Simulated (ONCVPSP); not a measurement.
## P (Z = 15), ONCV: configuration errors across variants

ONCVPSP 4.0.1 input, shortened (lines: element, Z, core and valence counts, functional; n l f; lmax; l rc ep ncon nbas qcut; lloc lpopt rc5 dvloc0; l nproj debl; icmod fcfact rcfact), PBEsol, scalar-relativistic:

```
  P 15.00    3    2  -116133      upf
    1    0    2.00
    2    0    2.00
    2    1    6.00
    3    0    1.00
    3    1    4.00
    1
    0    1.35    0.00    5    8    5.70
    1    1.85    0.00    4    8    4.00
    4    5    0.85    2.00
    0    2    0.90
    1    2    1.90
    1    0.15    0.00
```

All-electron excitation energies from the reference (eV): (1) 3s2 3p3 -8.509; (2) 3s2 3p2 1.189; (3) 3s2 3p1 20.301; (4) 3s1 3p0 101.920.

2 further variants failed, have other tests or too few solved ones, and are left out.

A true bound ghost makes a file unfit for plane-wave use even where its test errors are small: the radial tests pick states by their node count and pass the ghost by.

Errors AE − PS in meV (a dash: test not solved or not reliable):

| change | (1) | (2) | (3) | (4) | bound ghosts | GHOST(+) flags above zero |
| --- | --- | --- | --- | --- | --- | --- |
| base | -0.3 | -0.3 | +6.5 | +87 | s | none |
| s: qcut 4.3 | -0.3 | -0.3 | +6.4 | +86 | s | none |
| p: nproj 3 | -0.3 | -0.4 | +6.3 | +87 | s | none |
| p: qcut 6 | -2.4 | -1.5 | +10 | +135 | s | none |
| core correction Teter function fitted to the true core (icmod 2), fcfact 0.45 | -0.1 | -0.7 | +6.2 | +125 | s | none |
| s: qcut 5.1; p: qcut 3.6 | -0.1 | -0.2 | +6.1 | +83 | s | none |
| s: rc 1.88 | +2.4 | +1.2 | +4.4 | +89 | none | s |
| p: ncon 3, nbas 7 | +0.9 | +0.9 | +5.8 | +67 | s | none |

Q: Give the same row for: local potential polynomial inside 1.35 bohr (lpopt 5, dvloc0 4 Ha).

A: -0.3, -0.4, +6.4, +87; bound ghosts: s; GHOST(+) flags above zero: none.
